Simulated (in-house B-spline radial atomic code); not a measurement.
Al³⁺. Computed with a B-spline radial atomic code. Model: all-electron spherical atom, spin shells full or empty, radial basis limit, no spin-orbit coupling: exact exchange with a local potential (Slater, KLI or optimised effective potential, whose far tail is KLI's), no correlation.

Exchange potential has not reached -1/r at the last radius.

The run also made RPA and GW results, which its time includes.

The Slater potential averages the orbital exchange potentials with the orbital densities as weights, KLI adds orbital constants, and the optimised effective potential minimises the exact-exchange energy among local potentials. So their energies lie above Hartree-Fock in the order OEP, KLI, Slater. All fall off as −1/r, unlike LDA and GGA exchange.

Command:
```bash
python run_gw.py task.json out
```
Settings (nuclear radius in fm, other lengths in bohr, energies in hartree):
```
Z                      13
electrons              10
configuration          [He] 2s2 2p6
hamiltonian            x2c
method                 slater
lmax                   9
rms_radius             3.061
spin_polarised         False
box_radius             14.14
intervals              103
```

Cost of the run: 3.4 s on 1 thread of Arm Neoverse N1, with other jobs on the host.

Given: hamiltonian one-electron scalar X2C; mean-field start Slater potential.

Computed: energy above Hartree-Fock 43.559 millihartree.

```csv
radius (bohr),r times exchange potential (hartree bohr)
0.00385,-0.050263
0.00458,-0.059751
0.00546,-0.071161
0.0065,-0.084604
0.00774,-0.10056
0.00922,-0.11948
0.011,-0.14204
0.0131,?
0.0156,-0.19917
0.0186,-0.23539
0.0221,-0.27647
0.0263,-0.32395
0.0314,-0.37879
0.0373,-0.43822
0.0445,-0.50482
0.053,-0.57514
0.0631,-0.64746
0.0752,-0.71914
0.0895,-0.78483
0.107,-0.84047
0.127,-0.8749
0.151,-0.88193
0.18,-0.85799
0.215,-0.82685
0.256,-0.83885
0.304,-0.91304
0.363,-1.0325
0.432,-1.1604
0.514,-1.2734
0.613,-1.3547
0.73,-1.3931
0.869,?
1.04,-1.3543
1.23,-1.3039
1.47,-1.2454
1.75,-1.1916
2.08,-1.1454
```

Question: What belongs in the row 0.0131?

Answer: r times exchange potential (hartree bohr): -0.16834.

Question: What belongs in the row 0.869?

Answer: r times exchange potential (hartree bohr): -1.3902.

```tsv
occupied	level (hartree)	Hartree-Fock level (hartree)
1s	-59.049	-59.912
2s	-5.9963	-6.1705
2p	-4.598	-4.472
```

```csv
empty,level (hartree)
3s,-1.6664
3p,?
3d,-0.99889
4s,-0.77603
4p,-0.67369
```

Question: What belongs in the row 3p?

Answer: level (hartree): -1.369.

The highest level, 2p, differs from Hartree-Fock by -3.4 eV and the deepest, 1s, by +23.5 eV: the Slater potential lacks the response part and is deeper than the optimised one throughout, so the top level comes too deep.
